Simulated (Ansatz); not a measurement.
Species: sum formula AlNO₂H₄ (charge 0, singlet). SMILES: [NH2][Al]([OH])[OH]
Geometry from a B3LYP-D3(BJ)/def2-TZVP (Ansatz, a program for electronic structure) optimisation:
```
Al
O 1 1.6957
H 2 0.9575 1 122.75
O 1 1.6989 2 118.86 3 0.00
H 4 0.9568 1 125.27 2 180.00
N 1 1.7629 2 117.55 3 180.00
H 6 1.0063 1 125.88 2 180.00
H 6 1.0075 7 110.53 1 180.00
```
Charge 0, spin multiplicity 1.

Atomisation energy built up term by term with Ansatz (kcal/mol; UHF references for open shells; valence terms freeze the core; atomic spin-orbit terms are left out). CBS(X,Y): correlation extrapolated as X^-3; Hartree-Fock from the larger set.

| term | basis | kcal/mol |
|---|---|---|
| Hartree-Fock | aug-cc-pV(Q+d)Z | ? |
| CCSD correlation | CBS(aug-cc-pV(T+d)Z,aug-cc-pV(Q+d)Z) | ? |
| (T) | CBS(aug-cc-pV(T+d)Z,aug-cc-pV(Q+d)Z) | 13.42 |
| core correlation | cc-pwCVTZ | 1.03 |
| scalar relativity (X2C) | cc-pVTZ-DK against cc-pVTZ | -1.45 |
| sum: De |  | ? |

Task: What belongs in the gaps?

Result: 
- Hartree-Fock, kcal/mol: 495.58
- CCSD correlation, kcal/mol: 216.68
- sum: De, kcal/mol: 725.3
